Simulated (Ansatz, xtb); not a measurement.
## Two isomers of H7InSi2

Structure a is `[SiH3][SiH2][InH2]`, a singlet and structure b is `[SiH3][InH][SiH3]`, a singlet. Both are isolated molecules in the gas phase, relaxed with PBE0-D3(BJ)/def2-SVP; the shapes shown needn't be the lowest conformers.

a (Å):

| atom | x (Å) | y (Å) | z (Å) |
| --- | --- | --- | --- |
| In | -0.7811 | -2.7167 | -0.1469 |
| Si | -1.9222 | 1.1463 | -0.2473 |
| Si | -0.4009 | -0.3286 | 0.7623 |
| H | -3.3227 | 0.7006 | 0.0362 |
| H | -1.7257 | 1.1373 | -1.7312 |
| H | -1.7587 | 2.5486 | 0.2466 |
| H | -0.6104 | -0.2603 | 2.2452 |
| H | 0.9840 | 0.1662 | 0.4729 |
| H | 0.0816 | -3.2720 | -1.5469 |
| H | -1.9426 | -3.7631 | 0.6074 |

b (Å):

```xyz
10

In   -1.5226   -0.9404    0.8278
Si   -2.5921    1.3248    0.1673
Si    0.4774   -1.9895   -0.4413
H    -1.8586    2.0120   -0.9415
H    -4.0060    1.1140   -0.2845
H    -2.6330    2.2589    1.3385
H    -2.1814   -1.8009    2.1909
H     1.6729   -2.0711    0.4596
H     0.8736   -1.2041   -1.6520
H     0.1571   -3.3849   -0.8843
```

**Question.** Estimate which is lower in electronic energy at CCSD(T)/def2-SVP + ΔMP2/def2-TZVPP, and by roughly how much.

**Answer.** The CCSD(T)/def2-SVP + ΔMP2/def2-TZVPP calculation puts structure b lower, by 24.0 kJ/mol.

The same difference at several levels:

```json
{"level": "PBE0-D3(BJ)/def2-SVP", "geometry": "PBE0-D3(BJ)/def2-SVP", "E(b) − E(a) (kJ/mol)": "−19.2", "departure from the last row (kJ/mol)": "+4.8", "job, with rough time for the two": "optimisation, 5.2 min"}
{"level": "HF/def2-SVP", "geometry": "PBE0-D3(BJ)/def2-SVP", "E(b) − E(a) (kJ/mol)": "−26.6", "departure from the last row (kJ/mol)": "−2.6", "job, with rough time for the two": "part of the CCSD(T) run"}
{"level": "MP2/def2-SVP", "geometry": "PBE0-D3(BJ)/def2-SVP", "E(b) − E(a) (kJ/mol)": "−22.2", "departure from the last row (kJ/mol)": "+1.8", "job, with rough time for the two": "part of the CCSD(T) run"}
{"level": "CCSD(T)/def2-SVP", "geometry": "PBE0-D3(BJ)/def2-SVP", "E(b) − E(a) (kJ/mol)": "−23.2", "departure from the last row (kJ/mol)": "+0.8", "job, with rough time for the two": "single point"}
{"level": "CCSD(T)/def2-SVP + ΔMP2/def2-TZVPP", "geometry": "PBE0-D3(BJ)/def2-SVP", "E(b) − E(a) (kJ/mol)": "−24.0", "departure from the last row (kJ/mol)": "", "job, with rough time for the two": "single point, 87 s"}
```

As drawn, b has 1 In–Si, 1 Si–H in place of 1 Si–Si, 1 In–H.

The levels shown agree on the order. The largest departure from CCSD(T)/def2-SVP + ΔMP2/def2-TZVPP is that of PBE0-D3(BJ)/def2-SVP, 4.8 kJ/mol. A small imaginary or near-zero mode remains, so no thermal terms are given. Levels run at GFN2-xTB geometries aren't shown. The last row adds to CCSD(T) the change of the MP2 difference between the two basis sets, here −0.8 kJ/mol.

The correlated steps freeze 14 core orbitals; the filled d shell of In is correlated, in a basis made for valence electrons. Atoms past krypton carry core potentials in the def2 sets and no spin–orbit term is included. Programs: Ansatz 0.2.0; the last row on 1 thread of Intel(R) Xeon(R) Processor @ 2.50GHz (Skylake/Cascade Lake) on a shared host.
